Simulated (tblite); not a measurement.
C3H8F2SeSi2.
SMILES with atom numbers: `[F:1]/[CH:2]=[C:3](/[CH2:4][F:5])[SiH2:6][Se:7][SiH3:8]` (hydrogens: H9 on C2; H10, H11 on C4; H12, H13 on Si6; H14, H15, H16 on Si8)

Computed with GFN2-xTB (tblite), gas phase: L-BFGS steps from a force-field or distance-geometry start until the largest atomic force falls under 0.01 eV/Å.

Step 143: E = -724.6395 eV
```
atom  x, y, z in Å  |  force x, y, z in eV/Å
F1     -1.1481   -2.4315   -1.1016    0.000  -0.002   0.006
C2     -1.4641   -1.4502   -0.2406   -0.003  -0.023   0.003
C3     -1.0083   -0.2201   -0.4025   -0.045  -0.017  -0.019
C4     -1.3624    0.8630    0.5626    0.030  -0.007  -0.066
F5     -1.9451    0.3874    1.7078   -0.057  -0.031   0.023
Si6     0.1424    0.2616   -1.8230    0.046  -0.083   0.032
Se7     2.1129    0.9956   -0.9164   -0.018   0.024  -0.059
Si8     2.2989    0.0844    1.1880    0.070  -0.026  -0.021
H9     -2.1066   -1.8080    0.5539    0.015   0.045  -0.001
H10    -0.4609    1.4038    0.8671    0.046   0.061   0.065
H11    -2.0660    1.5738    0.1120   -0.026  -0.031   0.006
H12    -0.4353    1.4139   -2.5008   -0.017   0.091  -0.048
H13     0.4030   -0.8569   -2.7179   -0.004  -0.009   0.043
H14     1.9668    1.1539    2.1218    0.007   0.009   0.037
H15     1.3727   -1.0340    1.3030   -0.024  -0.007  -0.029
H16     3.6925   -0.3280    1.2753   -0.020   0.007   0.027
```

Step 144: E = -724.6377 eV
```
atom  x, y, z in Å  |  force x, y, z in eV/Å
F1     -1.1822   -2.4260   -1.1172    0.013   0.008   0.027
C2     -1.4778   -1.4458   -0.2474    0.002  -0.022  -0.015
C3     -1.0158   -0.2178   -0.4101   -0.033   0.028   0.006
C4     -1.3582    0.8666    0.5595    0.013   0.050   0.057
F5     -1.8803    0.3912    1.7412    0.032   0.015  -0.163
Si6     0.1526    0.2577   -1.8221    0.038  -0.035  -0.047
Se7     2.0692    1.1016   -0.8696   -0.109  -0.057  -0.028
Si8     2.2942    0.0849    1.1925   -0.039   0.000  -0.009
H9     -2.1102   -1.8023    0.5554   -0.006   0.047  -0.005
H10    -0.4544    1.4357    0.8178   -0.090  -0.001   0.054
H11    -2.1035    1.5553    0.1338    0.061  -0.100   0.047
H12    -0.4454    1.3648   -2.5709    0.053  -0.023   0.044
H13     0.4732   -0.8922   -2.6655   -0.010   0.074   0.100
H14     2.0052    1.1152    2.1910    0.017  -0.063  -0.056
H15     1.3446   -1.0253    1.2698    0.060   0.086  -0.032
H16     3.6810   -0.3547    1.2307   -0.005  -0.006   0.022
```

Step 145: E = -724.6413 eV
```
atom  x, y, z in Å  |  force x, y, z in eV/Å
F1     -1.1595   -2.4331   -1.1057    0.012  -0.012  -0.004
C2     -1.4704   -1.4514   -0.2446    0.009   0.026   0.008
C3     -1.0142   -0.2211   -0.4062   -0.002   0.003  -0.033
C4     -1.3665    0.8629    0.5583    0.033  -0.001  -0.013
F5     -1.9355    0.3904    1.7125   -0.040  -0.054   0.024
Si6     0.1480    0.2626   -1.8188   -0.045  -0.007   0.027
Se7     2.1001    1.0273   -0.9027   -0.009   0.024  -0.029
Si8     2.3053    0.0849    1.1888   -0.022  -0.021  -0.015
H9     -2.1096   -1.8059    0.5527   -0.014   0.027   0.015
H10    -0.4671    1.4149    0.8524    0.028   0.037   0.052
H11    -2.0824    1.5644    0.1157   -0.035  -0.002  -0.033
H12    -0.4338    1.4035   -2.5221    0.017   0.023   0.001
H13     0.4203   -0.8663   -2.6921    0.019  -0.050  -0.001
H14     1.9969    1.1408    2.1475    0.000   0.001   0.010
H15     1.3672   -1.0274    1.2958    0.008   0.026  -0.032
H16     3.6936   -0.3375    1.2573    0.041  -0.020   0.022
```

Step 146: E = -724.6420 eV
```
atom  x, y, z in Å  |  force x, y, z in eV/Å
F1     -1.1593   -2.4305   -1.1073    0.008  -0.019  -0.004
C2     -1.4721   -1.4490   -0.2468   -0.002   0.018   0.018
C3     -1.0178   -0.2184   -0.4093    0.003   0.003  -0.021
C4     -1.3707    0.8645    0.5559   -0.003   0.000  -0.014
F5     -1.9328    0.3863    1.7115   -0.038  -0.036   0.023
Si6     0.1462    0.2627   -1.8196    0.004  -0.086   0.001
Se7     2.0909    1.0376   -0.8961    0.000   0.024  -0.009
Si8     2.3100    0.0839    1.1914    0.050   0.023  -0.024
H9     -2.1118   -1.8032    0.5506   -0.007   0.024   0.006
H10    -0.4743    1.4221    0.8472    0.035   0.034   0.051
H11    -2.0933    1.5621    0.1158   -0.022  -0.015  -0.020
H12    -0.4357    1.3979   -2.5267    0.005   0.051  -0.026
H13     0.4307   -0.8745   -2.6846    0.000   0.011   0.035
H14     2.0147    1.1362    2.1592    0.004  -0.005  -0.005
H15     1.3688   -1.0212    1.3009   -0.032  -0.022  -0.030
H16     3.6989   -0.3476    1.2467   -0.006  -0.004   0.018
```

**Question.** Estimate the geometry and energy of step 147. (The exact step hangs on the optimiser's Hessian estimate; all steps are aligned on step 146, rigid shifts and turns removed.)

**Answer.** E = -724.6428 eV, largest force 0.068 eV/Å
```
atom  x, y, z in Å  |  force x, y, z in eV/Å
F1     -1.1653   -2.4273   -1.1124    0.003  -0.009   0.015
C2     -1.4751   -1.4465   -0.2494    0.000   0.010   0.015
C3     -1.0213   -0.2157   -0.4117    0.024   0.003  -0.016
C4     -1.3736    0.8661    0.5545   -0.017   0.021   0.010
F5     -1.9231    0.3845    1.7159   -0.019  -0.025   0.006
Si6     0.1486    0.2608   -1.8180    0.013  -0.060  -0.009
Se7     2.0799    1.0626   -0.8845   -0.012   0.007   0.002
Si8     2.3136    0.0830    1.1919    0.026   0.004  -0.063
H9     -2.1115   -1.7997    0.5510   -0.015   0.012  -0.001
H10    -0.4799    1.4344    0.8381    0.002   0.006   0.039
H11    -2.1081    1.5551    0.1192   -0.003  -0.018  -0.013
H12    -0.4356    1.3861   -2.5407    0.014   0.035  -0.019
H13     0.4479   -0.8848   -2.6668    0.003   0.015   0.031
H14     2.0327    1.1249    2.1717   -0.005   0.026   0.020
H15     1.3644   -1.0165    1.2953   -0.023  -0.016  -0.031
H16     3.6989   -0.3579    1.2346    0.013  -0.012   0.013
```

The energy changes by -0.0009 eV. The first-order estimate −F·Δx gives -0.0012 eV and the mean of the old and new forces, exact on a quadratic surface, -0.0008 eV. The step makes an angle of 84° with the force vector and moves no atom by more than 0.030 Å.

The cost below is that of the whole relaxation. Hardware: one thread of an Intel Xeon at 2.70 GHz, shared host with 64 logical CPUs at a one-minute load of 62. Cost: 2.7 s of wall time.
